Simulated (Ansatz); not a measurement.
Reaction (atomization): `CC(C)[CH2][Ge]([Cl])([Cl])[Cl]` → 4 C• + 3 Cl• + Ge• + 9 H•

Calculated with Ansatz (gas phase, PBE0-D4/def2-TZVP geometries, no zero-point term in ΔE). CBS: MP2 limit from def2 TZ/QZ plus the TZ coupled-cluster correction, frozen cores. This one scheme is used for every species, atoms too. For atomizations the MP2-based limit and the directly extrapolated one differ by several kJ/mol either way, and by 10 to 25 for some Ge, Se and Sn compounds, so smaller differences from it don't rank the levels. Functionals use def2-TZVPP. No spin–orbit coupling; open shells (•) take unrestricted orbitals. Spin–orbit coupling would lower the free atoms: a little for C, Cl; clearly for Ge. For Ge outer-core shells are correlated without core-valence functions, so the limit isn't a true one: a few kJ/mol of doubt a bond, and 10 to 20 or more in all where bonds break to atoms. Scalar relativity is left out up to krypton. Each species was taken in one conformer, which may not be the lowest.

```
         level  ΔE (kJ/mol)
        PBE-D4       6463.4
MP2/def2-QZVPP       6409.1
```

What does CCSD(T)/CBS give? (An estimate is asked.)

The calculation gave: +6357.5 kJ/mol. The listed levels differ from it by 105.9, 51.6 kJ/mol.

Largest T1 diagnostic among the species: 0.009.

At CCSD(T), def2-SVP lies −308.0 kJ/mol from the extrapolated value and def2-TZVPP −137.5 kJ/mol: correlation converges slowly with the basis, and small sets miss more of it in the bonded molecule than in its fragments. From BLYP to BHLYP (50 % exact exchange), in def2-TZVPP and without D4, ΔE moves by −36.5 kJ/mol: exact exchange takes away binding that semilocal exchange gives to molecules.
